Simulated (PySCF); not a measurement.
Radial density of As⁺ (arsenic, charge +1)

UHF, [Ar] 3d10 4s2 4p2, high-spin 3P determinant. All numbers are calculated (PySCF 2.14, scalar relativity by spin-free X2C-1e, in cc-pVTZ-DK (6s5p3d1f, 43 functions)).

```json
{"r (bohr)": "0.000740", "4πr²ρ (e/bohr)": "0.2944", "4πr²(ρα − ρβ)": "0.0000"}
{"r (bohr)": "0.00124", "4πr²ρ (e/bohr)": "0.7266", "4πr²(ρα − ρβ)": "0.0000"}
{"r (bohr)": "0.00209", "4πr²ρ (e/bohr)": "1.757", "4πr²(ρα − ρβ)": "0.0000"}
{"r (bohr)": "0.00352", "4πr²ρ (e/bohr)": "4.109", "4πr²(ρα − ρβ)": "-0.0001"}
{"r (bohr)": "0.00592", "4πr²ρ (e/bohr)": "9.102", "4πr²(ρα − ρβ)": "-0.0002"}
{"r (bohr)": "0.00996", "4πr²ρ (e/bohr)": "18.32", "4πr²(ρα − ρβ)": "-0.0003"}
{"r (bohr)": "0.0168", "4πr²ρ (e/bohr)": "31.23", "4πr²(ρα − ρβ)": "0.0004"}
{"r (bohr)": "0.0282", "4πr²ρ (e/bohr)": "40.45", "4πr²(ρα − ρβ)": "0.0047"}
{"r (bohr)": "0.0474", "4πr²ρ (e/bohr)": "36.50", "4πr²(ρα − ρβ)": "0.0210"}
{"r (bohr)": "0.0798", "4πr²ρ (e/bohr)": "34.31", "4πr²(ρα − ρβ)": "0.0530"}
{"r (bohr)": "0.134", "4πr²ρ (e/bohr)": "47.41", "4πr²(ρα − ρβ)": "0.0453"}
{"r (bohr)": "0.226", "4πr²ρ (e/bohr)": "32.92", "4πr²(ρα − ρβ)": "-0.0196"}
{"r (bohr)": "0.380", "4πr²ρ (e/bohr)": "27.01", "4πr²(ρα − ρβ)": "0.0986"}
{"r (bohr)": "0.638", "4πr²ρ (e/bohr)": "26.07", "4πr²(ρα − ρβ)": "0.0272"}
{"r (bohr)": "1.07", "4πr²ρ (e/bohr)": "6.790", "4πr²(ρα − ρβ)": "0.2477"}
{"r (bohr)": "1.81", "4πr²ρ (e/bohr)": "2.600", "4πr²(ρα − ρβ)": "1.0466"}
{"r (bohr)": "3.04", "4πr²ρ (e/bohr)": "0.7662", "4πr²(ρα − ρβ)": "0.4970"}
{"r (bohr)": "5.11", "4πr²ρ (e/bohr)": "0.03114", "4πr²(ρα − ρβ)": "0.0259"}
{"r (bohr)": "8.60", "4πr²ρ (e/bohr)": "6.328e-05", "4πr²(ρα − ρβ)": "0.0001"}
```

Densities and radii are taken from the X2C orbitals without a picture-change correction, which distorts them close to the nucleus.

Question: Where is the radial spin density 4πr²(ρα − ρβ) most negative, and why is it negative at all?

Answer: Around r = 0.226 bohr, down to -0.0196 e/bohr: exchange with the open shell polarises the paired shells in an unrestricted calculation.
